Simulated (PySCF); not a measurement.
A PySCF script (with the pyscf-properties extension) for the NMR shieldings of `CC(C)(C)N1[SiH2]N[SiH2]1`, C4H14N2Si2, on a GFN2-xTB geometry:

```python
import basis_set_exchange as bse
import numpy as np
from pyscf import gto, dft
from pyscf.prop import nmr

atoms = """
C    -1.254636    0.331061    1.520544
C    -0.814576   -0.119362    0.124305
C    -1.218798   -1.580741   -0.092279
C    -1.503129    0.758864   -0.932045
N     0.614617    0.001332    0.012953
Si    1.715473    1.203652    0.630380
N     2.860236    0.377126   -0.382495
Si    1.753247   -0.785790   -1.046627
H    -1.006502    1.379343    1.667491
H    -0.736188   -0.252913    2.276359
H    -2.327353    0.201981    1.645843
H    -0.945203   -1.896614   -1.095980
H    -0.699800   -2.216343    0.620253
H    -2.291547   -1.705790    0.036282
H    -1.190263    0.449613   -1.926274
H    -1.215729    1.797605   -0.789098
H    -2.585225    0.676526   -0.858609
H     1.976997    1.091287    2.064379
H     1.458380    2.584885    0.218268
H     3.841960    0.516000   -0.524719
H     2.038630   -2.173635   -0.687955
H     1.518999   -0.618698   -2.481825
"""
names = dict.fromkeys(["C", "N", "Si", "H"], "pcSseg-1")
basis = {el: gto.basis.parse(bse.get_basis(n, elements=[el], fmt="nwchem")) for el, n in names.items()}
mol = gto.M(atom=atoms, basis=basis, charge=0, verbose=0)
mf = dft.RKS(mol, xc="PBE0")
mf.grids.level = 2
mf.grids.alignment = dft.numint.BLKSIZE   # the property module wants whole blocks of grid points
mf.conv_tol = 1e-9
mf.kernel()

calc = nmr.RKS(mf)   # GIAO
C = mf.mo_coeff
Co = C[:, mf.mo_occ > 0]
resp = mf.gen_response(singlet=True, hermi=2)
def vind(x):   # induced exchange potential for any number of trial vectors
    d = np.einsum("pi,xij,qj->xpq", C, 2 * x.reshape(-1, C.shape[1], Co.shape[1]), Co, optimize=True)
    return np.einsum("xpq,pi,qj->xij", resp(d - d.transpose(0, 2, 1)), C, Co, optimize=True).ravel()
mo1, _ = nmr.rhf.solve_mo1(calc, with_cphf=vind)
sigma = calc.kernel(mo1)
for i, s in enumerate(sigma):   # ppm
    print("%2d %-2s %9.2f" % (i, mol.atom_pure_symbol(i), np.trace(s) / 3))
```

Question: What are the results?

Answer: 
```
 0 C     151.98
 1 C     137.26
 2 C     152.00
 3 C     152.23
 4 N     206.70
 5 Si    373.43
 6 N     264.08
 7 Si    373.43
 8 H      30.66
 9 H      30.27
10 H      30.52
11 H      30.66
12 H      30.27
13 H      30.52
14 H      30.31
15 H      30.31
16 H      30.61
17 H      25.98
18 H      25.80
19 H      32.22
20 H      25.98
21 H      25.80
```

These numbers come from an equivalent density-fitted implementation of the same equations, which agrees with the script to about 0.01 ppm for H and up to a few tenths of a ppm for heavy atoms, so last digits may differ.

Size and cost of the density-fitted run: 220 basis functions, 75 s wall time on 1 thread of an Arm Neoverse V2, shared host; peak memory 0.95 GiB.
